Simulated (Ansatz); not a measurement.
Ansatz (an electronic-structure program) input (CCSD(T)/aug-cc-pV(D+d)Z):
A basis named .json is the Basis Set Exchange file of that set.

Ansatz 0.2 input:
```yaml
crystal:
  periodic: [false, false, false]
  atoms:
    - {symbol: C, position_ang: [-2.37805958, 0.12344049, -0.29596244]}
    - {symbol: C, position_ang: [-1.01015187, 0.24465946, 0.38502061]}
    - {symbol: C, position_ang: [0.09658575, -0.26031063, -0.51771405]}
    - {symbol: S, position_ang: [1.72286772, -0.09110790, 0.20799352]}
    - {symbol: H, position_ang: [-2.58521674, -0.92109662, -0.55362749]}
    - {symbol: H, position_ang: [-3.19693647, 0.47468765, 0.34711559]}
    - {symbol: H, position_ang: [-2.38524333, 0.69140350, -1.23076968]}
    - {symbol: H, position_ang: [-0.83133231, 1.30130677, 0.62339138]}
    - {symbol: H, position_ang: [-1.10217967, -0.25536776, 1.38132669]}
    - {symbol: H, position_ang: [-0.03804079, -1.32593439, -0.74086579]}
    - {symbol: H, position_ang: [2.32282013, 0.84599116, -0.58253182]}
basis:
  gaussian:
    orbitals: aug-cc-pV_D+d_Z.json
total_charge: -1
magnetization: {spin_polarized: false}
correlation: {method: ccsd_t, electrons: outside_noble_gas}
output: {forces: true}
```

Output:

```
Functional definition: HF
integrals: 0.56 GiB planned
1613 factors; integrals over basis functions are off by at most 9.8e-4 eV
mean field: 0.82 GiB planned
mean field evaluation 1: about -14015.4931 eV, gradient 2.7e1 eV
mean field evaluation 2: about -14015.5237 eV, gradient 2.7e1 eV
mean field evaluation 4: about -14017.9860 eV, gradient 4.8e0 eV
mean field evaluation 8: about -14018.0729 eV, gradient 3.6e-1 eV
mean field evaluation 16: about -14017.5601 eV, gradient 1.1e1 eV
mean field evaluation 32: about -14011.7255 eV, gradient 3.6e0 eV
mean field -14018.07461061 eV, -515.1547401478 hartree, gradient 3.3e-6 eV, S^2 0.000000; 0 other end points of the search recorded, 0 dependent functions left out
8 core orbitals not correlated
reference -14018.07461061 eV, -515.1547401478 hartree; 13, 13 occupied and 143, 143 virtual orbitals, 1613 factors
densities: 3.17 GiB planned
second order -16.86616835 eV of doubles, -0.00000000 eV of singles
coupled cluster: 1.63 GiB planned
cycle   1  -17.74375196 eV  change   -8.8e-1 eV  update   1.0e-1
cycle   2  -18.20090927 eV  change   -4.6e-1 eV  update   3.2e-2
cycle   3  -18.31734491 eV  change   -1.2e-1 eV  update   2.2e-2
cycle   4  -18.32623616 eV  change   -8.9e-3 eV  update   7.7e-3
cycle   5  -18.32164671 eV  change    4.6e-3 eV  update   6.2e-3
cycle   6  -18.32097555 eV  change    6.7e-4 eV  update   3.7e-3
cycle   7  -18.32130563 eV  change   -3.3e-4 eV  update   2.2e-3
cycle   8  -18.32120778 eV  change    9.8e-5 eV  update   1.2e-3
cycle   9  -18.32131798 eV  change   -1.1e-4 eV  update   5.6e-4
cycle  10  -18.32166767 eV  change   -3.5e-4 eV  update   2.5e-4
cycle  11  -18.32151951 eV  change    1.5e-4 eV  update   1.5e-4
cycle  12  -18.32146855 eV  change    5.1e-5 eV  update   7.0e-5
cycle  13  -18.32148194 eV  change   -1.3e-5 eV  update   4.2e-5
cycle  14  -18.32146570 eV  change    1.6e-5 eV  update   2.6e-5
cycle  15  -18.32148232 eV  change   -1.7e-5 eV  update   1.5e-5
cycle  16  -18.32148952 eV  change   -7.2e-6 eV  update   8.0e-6
cycle  17  -18.32148886 eV  change    6.6e-7 eV  update   4.2e-6
cycle  18  -18.32148835 eV  change    5.0e-7 eV  update   2.5e-6
perturbative correction -0.70456171 eV, -0.0258921651 hartree
the calculation of the forces begins
Total energy: -14037.10066067 eV, -515.8539345912 hartree
Atom 0 at    -2.378060     0.123440    -0.295962 Å, force     0.059530     0.005714     0.037567 eV/Å
Atom 1 at    -1.010152     0.244659     0.385021 Å, force    -0.124567     0.038596     0.117333 eV/Å
Atom 2 at     0.096586    -0.260311    -0.517714 Å, force     0.013389     0.263122    -0.507760 eV/Å
Atom 3 at     1.722868    -0.091108     0.207994 Å, force     0.455205     0.019210     0.248239 eV/Å
Atom 4 at    -2.585217    -0.921097    -0.553627 Å, force    -0.079575    -0.459470    -0.103548 eV/Å
Atom 5 at    -3.196936     0.474688     0.347116 Å, force    -0.316367     0.152307     0.271390 eV/Å
Atom 6 at    -2.385243     0.691403    -1.230770 Å, force    -0.000548     0.261491    -0.391563 eV/Å
Atom 7 at    -0.831332     1.301307     0.623391 Å, force     0.070342     0.442837     0.081058 eV/Å
Atom 8 at    -1.102180    -0.255368     1.381327 Å, force     0.020751    -0.224784     0.308986 eV/Å
Atom 9 at    -0.038041    -1.325934    -0.740866 Å, force    -0.068296    -0.509385    -0.061008 eV/Å
Atom 10 at     2.322820     0.845991    -0.582532 Å, force    -0.029864     0.010363    -0.000694 eV/Å
Dipole moment:    -0.412046     0.075508     0.261222 e Å
```

It need not be the lowest isomer of its formula. Whether it binds its extra electron was not tested at this geometry.
